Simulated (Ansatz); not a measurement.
`CC(C)[O][AlH2]` → `C[CH2][Al]([CH3])[OH]`  (isomerisation)

Computed with Ansatz on PBE0-D4/def2-TZVP structures; ΔE is electronic, products minus reactants. CBS: MP2 limit from def2 TZ/QZ plus the TZ coupled-cluster correction, frozen cores. DFT in def2-TZVPP. Each species was taken in one conformer, which may not be the lowest.

Task: Is it downhill or uphill in electronic energy at CCSD(T)/CBS, and by how much? (An estimate is asked.)

Result: Ansatz gave: Downhill: ΔE = -106.7 kJ/mol.

Task: What do these levels give: r2SCAN-D4, PBE0, CCSD(T)/def2-SVP, SCS-MP2/def2-TZVPP, HF/def2-QZVPP, SCS-MP2/def2-QZVPP? (Best estimate.)

Result: Ansatz gave: r2SCAN-D4 -107.6, PBE0 -108.1, CCSD(T)/def2-SVP -70.9, SCS-MP2/def2-TZVPP -100.7, HF/def2-QZVPP -83.0, SCS-MP2/def2-QZVPP -103.7 kJ/mol.

Task: What do rigid-rotor, harmonic-oscillator terms from PBE0-D4/def2-TZVP frequencies (298.15 K, 1 bar) make of the CCSD(T)/CBS value? (Estimate.)

Result: Computed: ΔZPE = +5.2 kJ/mol, ΔH = -98.3 kJ/mol, ΔS = 31 J/(mol·K), ΔG = -107.7 kJ/mol. Modes under 50 cm⁻¹ make the entropy rough.

Largest T1 diagnostic among the species: 0.012.

At CCSD(T), def2-SVP lies +35.8 kJ/mol from the extrapolated value and def2-TZVPP +4.6 kJ/mol. In def2-TZVPP, CCSD(T) changes the Hartree–Fock value by −19.0 kJ/mol (the triples alone add −1.1 kJ/mol) and MP2 by −27.0 kJ/mol. From BLYP to BHLYP (50 % exact exchange), in def2-TZVPP and without D4, ΔE moves by +9.5 kJ/mol.
